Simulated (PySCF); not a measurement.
C₃H₁₀N (SMILES CC[NH2+]C), charge +1, singlet, at a GFN2-xTB geometry, atoms displaced at random by about 0.03 Å a coordinate. Base run: PySCF with PBE0/6-31G, gradient.

The PySCF input:
```python
from pyscf import gto, scf, dft

mol = gto.Mole()
mol.atom = '''
    C     1.183430   -0.429527    1.020564
    C     0.455647    0.729211    0.401061
    N    -0.230192    0.271199   -0.850179
    C    -1.433372   -0.550144   -0.565950
    H     1.931560   -0.918867    0.382495
    H     1.802811   -0.069916    1.927505
    H     0.502699   -1.161670    1.437085
    H     1.300068    1.502024    0.142176
    H    -0.211386    1.158682    1.040050
    H     0.382519   -0.281717   -1.429577
    H    -0.472459    1.149093   -1.349508
    H    -2.163146    0.005046    0.045372
    H    -1.926749   -0.761602   -1.482277
    H    -1.149919   -1.430432   -0.091170
'''
mol.basis = '6-31g'
mol.charge = 1
mol.spin = 0
mol.verbose = 4
mol.build()

mf = dft.RKS(mol)
mf.xc = 'pbe0'
mf.kernel()
g = mf.nuc_grad_method()
grad = g.kernel()
```

The coordinate followed is y of atom 12.

Variants of this job, named by their change:

```tsv
change	dE/dx (Eh/bohr)	net force (Eh/bohr)
base	0.001396	0.000033
finite difference step (bohr) = 1e-4; conv_tol = 1e-11	0.001386	-
conv_tol = 1e-4	0.001393	0.000033
grids.level = 0; grid_response = off	0.001303	0.003197
grids.level = 5; grid_response = off	0.001394	0.000000
finite difference step (bohr) = 0.01; conv_tol = 1e-11	0.001386	-
grid_response = on	0.001386	0.000000
density fitting = on	0.001402	0.000033
grids.level = 1; grid_response = off	0.001386	0.000197
finite difference step (bohr) = 0.05; conv_tol = 1e-11	0.001378	-
finite difference step (bohr) = 1e-5; conv_tol = 1e-11	0.001386	-
conv_tol = 1e-6	0.001396	0.000033
```

The net force is zero for an exact gradient.
